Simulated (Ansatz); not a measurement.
Total energies of C$_{2}$H$_{3}$AlF$_{2}$O (`FC1(F)O[CH]1[AlH2]`).

Z-matrix (Å, degrees):
```
C
F 1 1.332
O 1 1.335 2 117.3
F 1 1.344 2 107.6 3 133.7
C 1 1.450 2 123.1 3 -77.5
Al 5 1.973 1 120.3 2 -150.9
H 5 1.090 1 113.1 2 9.0
H 6 1.577 5 119.0 1 -62.8
H 6 1.583 5 116.8 1 117.8
```

Charge 0, multiplicity 1. The structure was optimised at the PBE0-D4/def2-TZVP level. Basis def2-TZVPP, Ansatz 0.2.0.

RPA on PBE orbitals: Hartree–Fock energy of these orbitals -593.15991 Eh, correlation -1.74606 Eh (frozen core).

| functional | energy without D4 (Eh) | D4 term (kJ/mol) |
| --- | --- | --- |
| r2SCAN | -595.26548 | -4.0 |
| PBE0 | -594.97899 | -13.9 |
| r2SCANh | -595.24298 | -4.2 |
| r2SCAN0 | -595.21080 | -4.7 |
| BHLYP | -595.29468 | -19.9 |
| LC-ωPBE | -595.16832 | – |
| ωB97X-V | -595.30325 | – |
| ωB97M-V | -595.34244 | – |
| B2PLYP | -595.11521 | – |
| PBE-QIDH | -594.84088 | – |

(1) Give the same for LDA (SPW92), PBE, revPBE, BLYP, B97M-V, B3LYP, HSE06 (plane-wave form), CAM-B3LYP. (An estimate is asked.)

B3LYP takes the VWN-RPA correlation (the form of Gaussian; ORCA's B3LYP/G). HSE06 is the plane-wave form, built on full-range PBE exchange. The double hybrids freeze the cores in their second-order part.

## Answers

(1) The calculation gave: 
| functional | energy without D4 (Eh) | D4 term (kJ/mol) |
| --- | --- | --- |
| LDA (SPW92) | -591.89674 | – |
| PBE | -594.95535 | -16.6 |
| revPBE | -595.28848 | -53.9 |
| BLYP | -595.40152 | -37.1 |
| B97M-V | -595.31026 | – |
| B3LYP | -595.47609 | -26.8 |
| HSE06 (plane-wave form) | -594.95762 | -12.9 |
| CAM-B3LYP | -595.35130 | -14.0 |

LC-ωPBE has ω = 0.4 bohr⁻¹.
